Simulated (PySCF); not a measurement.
[Ru(NH3)6]2+ holds Ru(II), d6, at total charge +2. The structure is a PBE0-D3(BJ)/def2-SVP, IEF-PCM water geometry optimised for multiplicity 1; coordination octahedral, point group S6, metal–donor distances 2.13 Å.

The d shell alone is too small an active space for [Ru(NH3)6]2+ (an active orbital has only 0.68 squared overlap with the free ion's shell): its levels, fitted parameters, g values and moments show what this model gives and aren't sound predictions.

Method (PySCF 2.14, density fitting): CASSCF(6,5) with orbitals averaged over all microstates of the shell, strongly contracted NEVPT2 on the averaged canonical orbitals; basis x2c-TZVPall on the metal, x2c-SVPall elsewhere; spin-free X2C; IEF-PCM water; spin-orbit coupling by state interaction with the mean-field operator over all roots.

CASSCF energies above the lowest CASSCF root:

| state | CASSCF / cm⁻¹ |
| --- | --- |
| 1Ag (from 1A1g) | 0 |
| 3Ag (from 3T1g) | 19615 |
| 3Eg (from 3T1g) | 19772 |
| 3Ag (from 3T2g) | 24626 |
| 3Eg (from 3T2g) | 24737 |
| 1Ag (from 1T1g) | 25595 |
| 1Eg (from 1T1g) | 25741 |
| 5Ag (from 5T2g) | 30394 |
| 5Eg (from 5T2g) | 30790 |
| 1Ag (from 1T2g) | 35649 |
| 1Eg (from 1T2g) | 35691 |
| 3Eg (from 3T1g) | 45843 |
| 3Ag (from 3T1g) | 46032 |
| 3Ag (from 3T2g) | 46442 |
| 3Eg (from 3T2g) | 46694 |
| 3Eg | 49442 |
| 3Eg (from 3T1g) | 49869 |
| 3Ag (from 3T1g) | 50094 |
| 3Eg (from 3T2g) | 52113 |
| 3Ag (from 3T2g) | 52155 |
| 1Ag (from 1T2g) | 53084 |
| 1Eg (from 1T2g) | 53353 |

Problem. How does dynamic correlation (SC-NEVPT2) move these states?

Solution. 
```
          state  NEVPT2 / cm⁻¹  shift / cm⁻¹
1Ag (from 1A1g)              0             0
3Ag (from 3T1g)          23798         +4183
3Eg (from 3T1g)          23990         +4218
3Ag (from 3T2g)          28026         +3400
3Eg (from 3T2g)          28188         +3451
1Ag (from 1T1g)          29351         +3755
1Eg (from 1T1g)          29527         +3786
5Ag (from 5T2g)          40001         +9606
5Eg (from 5T2g)          40452         +9663
1Ag (from 1T2g)          37414         +1765
1Eg (from 1T2g)          37514         +1823
3Eg (from 3T1g)          53544         +7701
3Ag (from 3T1g)          53739         +7707
3Ag (from 3T2g)          54011         +7568
3Eg (from 3T2g)          54293         +7599
            3Eg          56865         +7423
3Eg (from 3T1g)          57072         +7203
3Ag (from 3T1g)          57325         +7230
3Eg (from 3T2g)          58156         +6043
3Ag (from 3T2g)          58212         +6056
1Ag (from 1T2g)          59843         +6759
1Eg (from 1T2g)          60143         +6790
```

NEVPT2 lifts 1Eg (from 1T1g) from 25741 to 29527 cm⁻¹; on the d shell alone it tends to overshoot states that fill the eg-type orbitals. Gaps between spin states lean to high spin in this active space.
